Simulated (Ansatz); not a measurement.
A run of Ansatz (development build ahead of 0.2.0) on triplet H6 at this shape:

```xyz
6

H     0.9900    0.0000    0.0000
H     0.4950    0.8574    0.0000
H    -0.4950    0.8574    0.0000
H    -0.9900    0.0000    0.0000
H    -0.4950   -0.8574    0.0000
H     0.4950   -0.8574    0.0000
```

Its results:

```json
{
 "Converged": "yes",
 "Total energy": "-2.97319 hartree",
 "Spin squared of the determinant": "2.073",
 "Stability test": "minimum"
}
```

Forces (eV/Å):
```
atom      Fx      Fy     Fz
  H1   3.241   6.547  0.000
  H2   0.294   0.515  0.000
  H3   4.053   6.081  0.000
  H4  -3.242  -6.548  0.000
  H5  -0.293  -0.515  0.000
  H6  -4.053  -6.081  0.000
```

**Question.** Which input gives this output? Name the method, the orbitals and the basis set, and write the input.

**Answer.** UHF in cc-pVDZ.

```yaml
crystal:
  periodic: [false, false, false]
  atoms:
    - { symbol: H, position_ang: [0.99, 2.0e-05, 1.0e-05] }
    - { symbol: H, position_ang: [0.49498, 0.85737, 0.0] }
    - { symbol: H, position_ang: [-0.49501, 0.85738, -1.0e-05] }
    - { symbol: H, position_ang: [-0.99002, 1.0e-05, 0.0] }
    - { symbol: H, position_ang: [-0.49498, -0.85736, -1.0e-05] }
    - { symbol: H, position_ang: [0.49498, -0.85736, 1.0e-05] }
basis:
  gaussian: { orbitals: cc-pVDZ }
magnetization:
  spin_polarized: true
  initial_magnetization: 2
hamiltonian:
  xc: hf
output:
  forces: true
```

Caution: the determinant breaks the point group.
